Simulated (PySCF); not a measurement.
## Working out the ionisation energy of Pd

Pd [Kr] 4d10 (1S) → Pd⁺ [Kr] 4d9 (2D). All numbers are calculated (PySCF 2.14, the spin-free X2C one-electron Hamiltonian (Gaussian nucleus), in x2c-TZVPall (8s6p6d1f, 63 functions)). Frozen: [Kr]. Energies in hartree (1 hartree = 27.21139 eV):

| part | Pd (lower) | Pd⁺ (upper) |
| --- | --- | --- |
| UHF | -5042.741768 | -5042.509650 |
| MP2 opposite-spin | -0.180414 | -0.137789 |
| MP2 same-spin | -0.102786 | -0.079167 |

What does Hartree-Fock give?

(-5042.509650) − (-5042.741768) = 0.232118 hartree = 6.316 eV.

What do MP2 and SCS-MP2 (6/5 opposite-spin, 1/3 same-spin) give?

The opposite-spin parts differ by 1.160 eV and the same-spin parts by 0.643 eV. MP2: 6.316 + (1.160) + (0.643) = 8.119 eV. SCS-MP2: 6.316 + 1.2 × (1.160) + (0.643)/3 = 7.922 eV.

Measured between the centres of the two terms (NIST): 8.512 eV, so MP2 (valence) is off by -0.393 eV.

What remains against the reference includes basis incompleteness, the frozen core and correlation beyond second order.
